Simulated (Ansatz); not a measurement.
`N[SiH]1CN1` + PH₃ → `P[SiH]1CN1` + NH₃ at 700 K and 1 bar (ligand exchange at the Si–N bond).

Isolated molecules relaxed with PBE0-D4/def2-TZVP in Ansatz; ΔE leaves out vibrations. CBS: MP2 limit from def2 TZ/QZ plus the TZ coupled-cluster correction, frozen cores. This one scheme is used for every species. One conformer a species, not always the lowest.

| species | CCSD(T)/CBS energy (Eh) | H − E (kJ/mol) | S (J/(mol·K)) |
| --- | --- | --- | --- |
| `N[SiH]1CN1` | -440.14633 | 271.5 | 414.5 |
| PH₃ | -342.72256 | 91.5 | 248.3 |
| `P[SiH]1CN1` | -726.34548 | 253.3 | 434.3 |
| NH₃ | -56.50880 | 116.9 | 226.5 |

H − E and S are ideal-gas, rigid-rotor, harmonic terms from PBE0-D4/def2-TZVP, for one conformer and one mirror image of each species. 1 Eh = 2625.50 kJ/mol, R = 8.31446 J/(mol·K).

Q: By hand: ΔE, ΔH, ΔS and ΔG.

A: ΔE = (-726.34548) + (-56.50880) − (-440.14633) − (-342.72256) = 0.01461 Eh = 38.4 kJ/mol. Δ(H − E) = 253.3 + 116.9 − 271.5 − 91.5 = 7.2, so ΔH = 45.6 kJ/mol. ΔS = 434.3 + 226.5 − 414.5 − 248.3 = -2.0 J/(mol·K). ΔG = 45.6 − 700 × (-2.0)/1000 = 47.0 kJ/mol.

Q: By hand: the equilibrium constant, and the temperature at which ΔG would vanish if ΔH and ΔS stayed fixed.

A: log₁₀ K = −ΔG/(RT ln 10) = -3.5. ΔH and −TΔS have one sign here, so there is no such temperature.

The number of gas molecules stays the same, so ΔS is small and ΔH decides. A doubt of 5 kJ/mol in ΔE shifts log₁₀ K by 0.4 here. Other conformers and mirror images would add mixing entropy, several J/(mol·K) or more a flexible species. These are equilibria of isolated gas molecules and say nothing of rates. Largest T1 diagnostic: 0.014 (customary marks: 0.02 for closed shells, 0.045 for open ones).

ΔS is within the doubt of such terms, so its sign, and with it that verdict, could turn.
